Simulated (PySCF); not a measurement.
Two species compared at the same levels of theory.

First species: C₈H₉P.
SMILES: `C=Cc1ccpcc1C`

Second species: C7H6ClOP.
Z-matrix (Å and degrees, GFN2-xTB geometry), rows numbered from 1:
```
C 
C   1  1.5079
O   2  1.2110  1  121.50
C   2  1.4887  1  117.52  3  -179.94
C   4  1.3978  2  116.60  1   178.86
C   5  1.3734  4  124.36  2   179.92
P   6  1.7364  5  126.00  4    -0.10
C   7  1.7463  6   98.48  5    -0.00
Cl  8  1.7396  7  115.15  6  -179.83
C   8  1.3770  7  127.00  6     0.11
H   1  1.0869  2  108.86  3    -0.70
H   1  1.0881  2  110.29  3   119.06
H   1  1.0877  2  110.41  3  -120.54
H   5  1.0825  4  116.19  2    -0.07
H   6  1.0828  5  118.22  4   179.99
H  10  1.0798  4  119.72  2     0.05
```

Levels: PBE0/pcSseg-1 for dipole moment, HOMO energy, LUMO energy and HOMO–LUMO gap; GFN2-xTB for rotational constant A and rotational constant C. Geometries: GFN2-xTB. Each species is one conformer at its optimised geometry, gas phase, non-relativistic unless stated. Electronic properties by PySCF.

Dipoles, sizes and rotational constants follow the conformer. The torsions of the flexible species, by atom-mapped SMILES:
- `[CH2:1]=[CH:2][c:3]1[cH:4][cH:5][p:6][cH:7][c:8]1[CH3:9]`: C1–C2–C3–C4 -37°
- `[CH3:1][C:2](=[O:3])[c:4]1[cH:5][cH:6][p:7][c:8]([Cl:9])[cH:10]1`: C1–C2–C4–C5 179°

Values for the first species:

```
Dipole moment         : 2.14 D
HOMO energy           : -6.64 eV
LUMO energy           : -1.71 eV
HOMO–LUMO gap         : 4.93 eV
Rotational constant A : 2.405 GHz
Rotational constant C : 0.778 GHz
```

Question: Estimate the same properties for the second species, and the change in each.

Answer: 
```json
{"property": "dipole moment", "first": "2.14 D", "second": "0.89 D", "second less first": "-1.25 D"}
{"property": "HOMO energy", "first": "-6.64 eV", "second": "-7.47 eV", "second less first": "-0.83 eV"}
{"property": "LUMO energy", "first": "-1.71 eV", "second": "-2.73 eV", "second less first": "-1.02 eV"}
{"property": "HOMO–LUMO gap", "first": "4.93 eV", "second": "4.74 eV", "second less first": "-0.19 eV"}
{"property": "rotational constant A", "first": "2.405 GHz", "second": "1.649 GHz", "second less first": "-0.756 GHz"}
{"property": "rotational constant C", "first": "0.778 GHz", "second": "0.474 GHz", "second less first": "-0.304 GHz"}
```

On the first: The dipole matches unit charges of opposite sign 0.45 Å apart (1 e·Å = 4.8032 D). A dipole of 2.14 D is allowed in C1, and pure rotational transitions are dipole-allowed.

On the second: The dipole matches unit charges of opposite sign 0.19 Å apart (1 e·Å = 4.8032 D).
